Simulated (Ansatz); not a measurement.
A nudged elastic band was laid between two geometries of CH5ClGe (8 atoms, charge 0, multiplicity 1).

Computed with RKS PBE/def2-SVP in Ansatz.

- movable images: 4
- climbing image: no
- spring: 5.0 eV/Å²
- optimiser: quadratic models (default)
- start path: through a guess of the saddle point
- force threshold: 0.03 eV/Å
- iteration limit: 60
- end points: relaxed

First end point:

```xyz
8
Properties=species:S:1:pos:R:3
Ge 0.425 0.057 0.044
C 0.925 -0.029 1.932
H 0.020 -0.139 2.560
H 1.592 -0.894 2.110
H 1.455 0.900 2.221
H 1.663 0.141 -0.887
H -0.563 1.217 -0.248
Cl -0.620 -1.798 -0.475
```

Last end point:

```xyz
8
Properties=species:S:1:pos:R:3
Ge 0.099 -0.062 -1.096
C 1.362 0.004 1.850
H 0.369 -0.479 1.894
H 2.106 -0.626 2.372
H 1.315 1.010 2.307
H 1.704 0.106 0.793
H -0.718 1.142 -0.377
Cl -1.340 -1.642 -0.485
```

(1) Which bonds break or form, and what moves?

(2) What energy profile does the band end with?

(3) What is the geometry of the highest image?

Answers

(1) Bonds broken: Ge1–C2, Ge1–H6. Bonds formed: C2–H6. CH5ClGe becomes CH4 + ClGeH.

(2) It converged. The highest image is number 2 of 0 to 5, 2.01 eV above the first end and 1.19 eV above the last; the last end lies 0.83 eV above the first. Neighbouring images differ by up to 1.7 eV, so the band resolves the path poorly. No image climbed, so the highest image needn't sit at the top of the path. The orbitals stay closed-shell, which can raise the energy where a bond breaks towards radicals; this wasn't checked here.

```csv
image,path coordinate (Å),energy (eV),Ge1–C2 (Å),Ge1–H6 (Å),C2–H6 (Å)
0,0.00,0.00,1.96,1.55,2.92
1,0.64,0.31,1.94,1.53,2.51
2,1.28,2.01,2.09,1.51,1.92
3,1.91,1.90,2.44,1.68,1.37
4,2.55,0.86,2.95,2.15,1.13
5,3.19,0.83,3.21,2.48,1.12
```

(3) 
```xyz
8
Properties=species:S:1:pos:R:3:forces:R:3
Ge 0.335 0.058 -0.240 0.17 -0.13 1.65
C 0.989 -0.007 1.747 -0.62 0.00 0.26
H 0.089 -0.320 2.280 -0.23 -0.03 0.81
H 1.810 -0.736 1.944 -0.27 0.07 -0.25
H 1.335 1.002 2.058 -0.18 -0.04 0.01
H 1.818 -0.041 0.013 0.84 0.01 -1.91
H -0.615 1.259 -0.138 0.13 0.10 -0.38
Cl -0.865 -1.760 -0.405 0.17 0.03 -0.19
```

Time of the run: 32 s on 2 threads of Intel(R) Xeon(R) 6975P-C (Granite Rapids), with other jobs on the host, peak memory 0.14 GiB.
